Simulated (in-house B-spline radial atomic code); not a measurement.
The phosphorus ion P⁺ is squeezed into an impenetrable sphere of radius R (the orbitals vanish at R). No spin polarisation. Caution: exact exchange at fractional occupations of open shells leaves self-interaction of up to several eV. Computed with a B-spline radial code for spherical atoms: non-relativistic B3LYP, spherical fractional occupations, point nucleus.

Energies in eV above the free ion in [Ne] 3s2 3p2:

| R (bohr) | highest level (eV) | [Ne] 3s2 3p2 | [He] 2s2 2p5 3s2 3p2 3d1 | [Ne] 3s2 3p1 3d1 | -dE/dV in [Ne] 3s2 3p2 (GPa) |
| --- | --- | --- | --- | --- | --- |
| 7.99 | -14 | 0.004248 | 148.6 | 11.1 | 0.0101 |
| 6.17 | -13.8 | 0.09902 | 149 | 11.76 | 0.381 |
| 4.95 | -13.1 | 0.782 | 150.3 | 13.47 | 4.64 |
| 4.59 | -12.6 | 1.437 | 151.2 | 14.62 | 9.94 |
| 3.55 | -8.34 | 8.474 | 159.6 | 23.78 | 99.8 |
| 2.88 | 0.179 | 27.46 | 181 | 44.54 | 510 |
| 2.48 | 11.4 | 57.02 | 214 | 74.64 | 1500 |
| 2.15 | 28.4 | 107.5 | 270.3 | 123.9 | 3970 |
| 1.71 | 77.4 | 269.9 | 450.5 | 277.2 | 17900 |
| 1.32 | 189 | 695.5 | 916.2 | 669.3 | 92000 |

Q: Does [He] 2s2 2p5 3s2 3p2 3d1 fall below [Ne] 3s2 3p2 under compression?

A: No, it stays above over the whole range.

Q: Does [Ne] 3s2 3p1 3d1 fall below [Ne] 3s2 3p2 under compression?

A: Yes, between R = 1.71 and 1.32 bohr the order changes (near 1.63 bohr by linear interpolation).

The highest level is first positive in the row R = 2.88 bohr, pushed up by confinement above the zero of the free ion's potential. Each configuration is held fixed and needn't be the lowest in the sphere.
